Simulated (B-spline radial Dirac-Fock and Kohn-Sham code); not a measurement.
The Pb atom: differential elastic cross section for positrons at 80.3 keV

The computed values come from a radial atomic solver: relativistic (Dirac) partial waves in the static field of the Dirac-Fock atom, without polarisation or absorption potentials.

The run's input, task.json:

```json
{"items": [{
  "Z": 82,
  "q": 0,
  "cfg": [[1, 0, 2], [2, 0, 2], [2, 1, 6], [3, 0, 2], [3, 1, 6], [3, 2, 10], [4, 0, 2], [4, 1, 6], [4, 2, 10], [4, 3, 14], [5, 0, 2], [5, 1, 6], [5, 2, 10], [6, 0, 2], [6, 1, 2]],
  "A": 208,
  "rrms": 5.5012,
  "do": "elastic",
  "energies": [[80300.0, 1]],
  "theta": [0, 0.5, 1, 2, 4, 8, 12, 16, 24, 32, 45, 60, 75, 90, 105, 120, 135, 150, 165, 180]
}]}
```

Run with: `python xray2_run.py task.json out`

```
θ (°)  dσ/dΩ (Å²/sr)  Sherman function
    0            189             0.000
  0.5            117             0.000
    1           50.7             0.000
    2           12.7             0.000
    4           1.90             0.000
    8          0.214             0.001
   12         0.0554             0.001
   16         0.0203             0.002
   24        0.00474             0.003
   32        0.00168             0.005
   45       0.000482             0.008
   60       0.000169             0.011
   75       7.76e-05             0.013
   90       4.26e-05             0.015
  105       2.68e-05             0.015
  120       1.87e-05             0.014
  135       1.44e-05             0.012
  150       1.20e-05             0.008
  165       1.08e-05             0.004
  180       1.04e-05             0.000
```

The total elastic cross section is 0.260 Å², the first transport cross section 0.00143 Å² and the second, weighted with (3/2) sin²θ, 0.00350 Å². The mean deflection is ⟨1 − cos θ⟩ = 0.00548, and 0.051 % of the collisions scatter beyond 90°.
